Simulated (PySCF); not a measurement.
Mg(F)(NH2) (FH2MgN), SMILES [NH2][Mg][F].

Coordinates come from a TPSSh-D3(BJ)/def2-TZVP optimisation. One conformer was computed; it need not be the lowest.

Vertical ionisation energy (IE) and electron affinity (EA) in eV. Rows of orbital energies are one-electron estimates. Where ΔSCF, EOM or ADC give a negative EA the extra electron is unbound and the value depends on the basis.

```tsv
level	IE	EA
−ε(HOMO), −ε(LUMO), PBE/def2-TZVPD (PySCF)	5.29	2.00
−ε(HOMO), −ε(LUMO), CAM-B3LYP/def2-TZVPD (PySCF)	?	?
```

### Question
Some entries are withheld; supply them. (The exact figures need the calculation; the answer reports its results.)

### Answer

- −ε(HOMO), −ε(LUMO), CAM-B3LYP/def2-TZVPD (PySCF), IE: 8.12
- −ε(HOMO), −ε(LUMO), CAM-B3LYP/def2-TZVPD (PySCF), EA: 0.65
